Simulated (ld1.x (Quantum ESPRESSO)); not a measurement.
**Debugging a pseudopotential input (Nb (Z = 41), ld1.x (Quantum ESPRESSO) 7.5)**

Command:

```bash
ld1.x < Nb.in > Nb.out
```

Input:

```
&input
   title='Nb', zed=41., rel=2, dft='PBE', iswitch=3,
   config='[Kr] 4d4 5s0 5p1', rel_dist='average',
   nld=5, rlderiv=2.75, eminld=-6.0, emaxld=5.0, deld=0.02
 /
 &inputp
   pseudotype=2, tm=.false., rho0=0.02, lloc=2,
   nlcc=.true., new_core_ps=.true., rcore=0.02,
   file_pseudopw='Nb.UPF', file_wfcaegen='ae.wfc', file_wfcncgen='nc.wfc', file_beta='beta', file_chi='chi'
 /
3
4S  1  0   2.00   0.00  1.05  1.05  0.0
4P  2  1   6.00   0.00  1.70  1.70  0.0
4D  3  2   4.00   0.00  2.55  2.55  0.0
 &test
   configts(1)='4s2 4p6 4d4 5s0 5p1'
 /
```

Output (end):

```
     Etot =   -7640.010151 Ry,   -3820.005076 Ha, -103947.633571 eV

     Ekin =    7908.563609 Ry,    3954.281805 Ha,  107601.489512 eV
     Encl =  -18447.073119 Ry,   -9223.536559 Ha, -250985.215868 eV
     Eh   =    3136.181601 Ry,    1568.090800 Ha,   42669.924437 eV
     Exc  =    -237.682242 Ry,    -118.841121 Ha,   -3233.831652 eV

     normalization and overlap integrals

     s(1S/1S) =  1.000000  <r> =   0.0361  <r2> =    0.0018  r(max) =   0.0235
     s(2S/2S) =  1.000000  <r> =   0.1577  <r2> =    0.0294  r(max) =   0.1335
     s(2P/2P) =  1.000000  <r> =   0.1346  <r2> =    0.0222  r(max) =   0.1040
     s(2P/2P) =  1.000000  <r> =   0.1391  <r2> =    0.0236  r(max) =   0.1080
     s(3S/3S) =  1.000000  <r> =   0.4430  <r2> =    0.2251  r(max) =   0.3961
     s(3P/3P) =  1.000000  <r> =   0.4386  <r2> =    0.2243  r(max) =   0.3815
     s(3P/3P) =  1.000000  <r> =   0.4491  <r2> =    0.2349  r(max) =   0.3912
     s(4S/4S) =  1.000000  <r> =   1.1597  <r2> =    1.5261  r(max) =   1.0371
     s(4P/4P) =  1.000000  <r> =   1.2821  <r2> =    1.8882  r(max) =   1.1040
     s(4P/4P) =  1.000000  <r> =   1.3136  <r2> =    1.9826  r(max) =   1.1319
     s(3D/3D) =  1.000000  <r> =   0.4310  <r2> =    0.2241  r(max) =   0.3325
     s(3D/3D) =  1.000000  <r> =   0.4345  <r2> =    0.2276  r(max) =   0.3367
     s(4D/4D) =  1.000000  <r> =   2.1291  <r2> =    5.7142  r(max) =   1.4902
     s(4D/4D) =  1.000000  <r> =   2.1596  <r2> =    5.8894  r(max) =   1.4902
     s(5S/5S) =  1.000000  <r> =   3.6528  <r2> =   15.3228  r(max) =   3.0387
     s(5P/5P) =  1.000000  <r> =   5.1013  <r2> =   30.4170  r(max) =   4.0509
     s(5P/5P) =  1.000000  <r> =   5.2448  <r2> =   32.1336  r(max) =   4.2056

     ------------------------ End of All-electron run ------------------------

     --------------------- Generating NC pseudopotential ---------------------

      Generating local pot.: lloc=2, j= 1.50, matching radius rcloc =   2.5500

      Generating local pot.: lloc=2, j= 2.50, matching radius rcloc =   2.5500

      Computing core charge for nlcc:
     Message from routine find_qi:
     qmax not found

 %%%%%%%%%%%%%%%%%%%%%%%%%%%%%%%%%%%%%%%%%%%%%%%%%%%%%%%%%%%%%%%%%%%%%%%%%%%%%%
     Error in routine compute_phius (1):
     problems with find_qi
 %%%%%%%%%%%%%%%%%%%%%%%%%%%%%%%%%%%%%%%%%%%%%%%%%%%%%%%%%%%%%%%%%%%%%%%%%%%%%%

     stopping ...
```

Question: This input was made by a single change from one that runs to its end. What was changed?

Answer: The change: rcore set to 0.02 bohr. The program stops during the generation: "compute_phius: problems with find_qi". Messages: qmax not found.
